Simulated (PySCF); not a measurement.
Species: C4H7B.
InChI=1S/C4H7B/c1-2-3-4-5/h4-5H2,1H3

The closed-shell ground state was solved at several levels (PySCF, density fitting, gas phase, non-relativistic). Isolated species at its GFN2-xTB geometry (one conformer only).

| level | basis functions | HOMO (eV) | LUMO (eV) | gap (eV) | dipole (D) |
| --- | --- | --- | --- | --- | --- |
| PBE0/pcSseg-1 | 120 | -6.98 | -1.47 | 5.51 | 0.41 |
| B3LYP/pcJ-1 | 205 | -6.74 | -1.72 | 5.02 | 0.42 |

Question: What might PBE0/def2-SVPD (156 basis functions) give for the same quantities?

Answer: HOMO -7.00 eV, LUMO -1.47 eV, gap 5.53 eV, dipole 0.46 D.

Question: Over all these levels, which gives the widest orbital gap and which the narrowest?

Answer: PBE0/def2-SVPD (global hybrid, 25 % exact exchange) has the widest, 5.53 eV, and B3LYP/pcJ-1 (global hybrid, 20 % exact exchange) the narrowest, 5.02 eV. Functional and basis both differ between the two, so the spread mixes both effects.

Question: How far do the dipole and the HOMO energy spread over the levels?

Answer: The dipole runs from 0.41 to 0.46 D (mean 0.43 D) and the HOMO from -7.00 to -6.74 eV.
